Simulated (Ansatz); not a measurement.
C2H7ClOSSn, SMILES `C[O][Sn]([CH3])([SH])[Cl]`, relaxed with RKS PBE0-D4/def2-TZVP in Ansatz from a GFN2-xTB geometry. The force threshold is 0.005 eV/Å; the program also tests the step.

The species carries charge 0 and has multiplicity 1. Sn takes the def2 core potential.

Start:

```xyz
13

C    -0.591   -2.169    0.210
O    -0.628   -0.907    0.805
Sn    0.585    0.670    0.333
C    -0.034    1.708   -1.541
S     0.437    1.921    2.392
Cl    2.712   -0.255    0.066
H    -1.273   -2.798    0.785
H     0.405   -2.615    0.247
H    -0.930   -2.145   -0.828
H    -1.114    1.655   -1.603
H     0.434    1.202   -2.378
H     0.303    2.735   -1.472
H    -0.305    0.999    2.984
```

Problem. How much energy does the relaxation release, and in how many steps? (An estimate is asked.)

Solution. Ansatz gave: 4.70 kcal/mol, in 24 steps, 4 of them rejected.

Problem. Which bonds change most? (An estimate is asked.)

Solution. The calculation gave: Sn3–C4 from 2.230 to 2.121 Å; O2–Sn3 from 2.045 to 1.954 Å; Sn3–S5 from 2.415 to 2.376 Å; S5–H13 from 1.324 to 1.345 Å.

Problem. Give the relaxed structure. (Best estimate.)

Solution. Computed: 
```xyz
13

C    -0.539   -2.102    0.135
O    -0.692   -0.880    0.819
Sn    0.427    0.662    0.382
C    -0.044    1.599   -1.461
S     0.209    2.046    2.301
Cl    2.588   -0.214    0.197
H    -1.186   -2.839    0.618
H     0.491   -2.476    0.171
H    -0.841   -2.029   -0.919
H    -1.079    1.940   -1.435
H     0.094    0.877   -2.265
H     0.625    2.445   -1.611
H    -0.053    0.972    3.067
```
